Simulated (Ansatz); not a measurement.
Sr2S2⁻, relaxed as a doublet with UKS PBE0-D4/def2-TZVPD in Ansatz, starting from the GFN1-xTB geometry. Force threshold 0.02 eV/Å.

In the def2 sets Sr takes a core potential; there is no spin–orbit coupling. The highest occupied level of the charge -1 doublet lies above zero (up to 0.20 eV). By energy differences its removal costs 0.71 eV (vertical, to the charge 0 singlet, at PBE0-D4/def2-TZVPD); a positive level beside a positive removal energy at the same level points to self-interaction error. The relaxation made no stability test and no search for a lower SCF solution. The structure comes from a short search, and lower isomers may exist.

Start:

```xyz
4

Sr    0.836   -1.522    0.000
Sr   -0.836    1.523   -0.001
S     1.605    0.881    0.865
S    -1.604   -0.882   -0.865
```

Task: Estimate the energy that the relaxation releases and the steps that it takes.

Result: 0.06 eV, in 4 steps; 18 s on 4 threads of Arm Neoverse V1 on a shared host. No frequencies were taken in this run, so the end may be a saddle point.

Task: Does the start keep its bonding and symmetry?

Result: By distances, no bond broke or formed. The bond that changes most is Sr1–S4, from 2.67 to 2.70 Å (atoms count from 1). Point group D2h at the start, D2h at the end, both within 0.05 Å.

Task: Predict the relaxed structure.

Result: 
```xyz
4

Sr    0.878   -1.599    0.000
Sr   -0.878    1.599    0.000
S     1.582    0.869    0.853
S    -1.582   -0.869   -0.853
```
Bond lengths (bridged metal pairs left out): 4 × S–Sr 2.70 Å.
